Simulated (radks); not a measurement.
Values are calculated unless marked as measured or tabulated.
Q: Orbital eigenvalues (eV) of neutral holmium, [Xe] 4f11 6s2, of relativity; Dirac values are averaged over j with weights 2j + 1. Spin-unpolarised spherical Kohn-Sham, PBE, point nucleus unless stated (finite: rms radius 5.2022 fm), a radial shooting solver on a logarithmic mesh with Libxc functionals. A level marked "c x" has the speed of light scaled by that factor and shares open shells by 2j + 1; other Dirac levels either fill j = l - 1/2 first or share by 2j + 1.

| shell | non-rel. |
|---|---|
| 3s | -1846.0 |
| 3p | -1672.3 |
| 3d | -1348.8 |
| 4s | -354.36 |
| 4p | -285.09 |
| 4d | -160.84 |
| 5s | -42.937 |
| 5p | -24.884 |
| 4f | -7.1851 |
| 6s | -3.5220 |
| 5d (empty) | -1.7621 |
| 6p (empty) | -1.3286 |

Give the values at the level "Dirac, low j first".

A: 
shell       Dirac, low j first  change of magnitude (%)
3s                     -2069.5                   +12.11
3p                     -1754.5                    +4.91
3d                     -1336.2                    -0.93
4s                     -408.69                   +15.33
4p                     -304.25                    +6.72
4d                     -158.74                    -1.31
5s                     -50.258                   +17.05
5p                     -26.070                    +4.76
4f                     -3.0432                   -57.65
6s                     -3.7892                    +7.59
5d (empty)             -1.0473                   -40.57
6p (empty)             -1.1591                   -12.76
